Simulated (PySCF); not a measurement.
Cartesian coordinates (Å):
```xyz
29

C     -2.0250    -1.6425    -0.1107
C     -1.0748    -0.7115    -0.8476
C      0.0000     0.0000     0.0000
C     -0.6491     0.8633     1.1014
C     -1.5966     1.9614     0.6439
C      0.9028    -1.0242     0.7181
C      1.6638    -2.0041    -0.1615
C      0.8210     0.8724    -0.9719
C      1.9578     1.6852    -0.3717
H     -2.7456    -2.0929    -0.8102
H     -1.4940    -2.4697     0.3853
H     -2.6078    -1.1151     0.6604
H     -0.5650    -1.2752    -1.6472
H     -1.6616     0.0586    -1.3763
H      0.1567     1.3112     1.7074
H     -1.1829     0.1919     1.7952
H     -2.4568     1.5611     0.0853
H     -1.9988     2.5107     1.5088
H     -1.0963     2.6978    -0.0039
H      1.6209    -0.4697     1.3457
H      0.2813    -1.5890     1.4335
H      2.2725    -2.6843     0.4537
H      2.3494    -1.4930    -0.8551
H      0.9889    -2.6297    -0.7659
H      0.1270     1.5530    -1.4936
H      1.2236     0.2192    -1.7645
H      2.7151     1.0470     0.1094
H      2.4720     2.2665    -1.1522
H      1.6014     2.4016     0.3845
```
Charge 0, multiplicity 1.

**Question.** Estimate the HOMO, dipole moment and LUMO that TPSSh-D3(BJ)/def2-TZVP // PBE0-D3(BJ)/def2-SVP in PySCF 2.14.0 returns for this input.

**Answer.** 
```yaml
HOMO: -7.56 eV
dipole_moment: 0.00 D
LUMO: 0.69 eV
```
